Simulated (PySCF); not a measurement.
How do the members of this family differ from one of them?

PySCF, CAM-B3LYP/def2-SVPD, density fitting, gas phase; each molecule at its own GFN2-xTB geometry, one conformer. Singlet excitations by full TDDFT with frozen cores and triplets by Tamm–Dancoff TDDFT. 

Reference: `F[C@H]1C=CCOC1`, with HOMO energy -9.04 eV, LUMO energy 0.94 eV, lowest singlet excitation 6.70 eV, lowest triplet excitation 4.40 eV and mean polarisability 61.2 au.

Changes against it:

```tsv
molecule	change	Δ HOMO energy (eV)	Δ LUMO energy (eV)	Δ lowest singlet excitation (eV)	Δ lowest triplet excitation (eV)	Δ mean polarisability (au)
N#CC1=C[C@H](F)COC1	H on C → CN	-0.53	-1.67	-0.89	-0.72	+15.8
CC1=C[C@H](F)COC1	H on C → CH3	+0.34	+0.10	0.00	-0.04	+12.6
FC1=C[C@H](F)COC1	H on C → F	-0.04	-0.05	+0.24	0.00	+0.6
```

Rows whose labels were lost:

```
row  Δ HOMO energy (eV)  Δ LUMO energy (eV)  Δ lowest singlet excitation (eV)  Δ lowest triplet excitation (eV)  Δ mean polarisability (au)
  P               -0.03               -0.54                             -0.31                             -0.26                       +14.5
  Q               +0.50               -1.05                             -1.20                             -0.91                       +24.1
```

Question: Which row belongs to which of `C#CC1=C[C@@H](F)COC1` (H on C → ethynyl) and `F[C@@H]1C=C(Cl)COC1` (H on C → Cl)?

Answer: P = `F[C@@H]1C=C(Cl)COC1` and Q = `C#CC1=C[C@@H](F)COC1`. P and Q are told apart most clearly by the mean polarisability (+14.5 against +24.1 au).
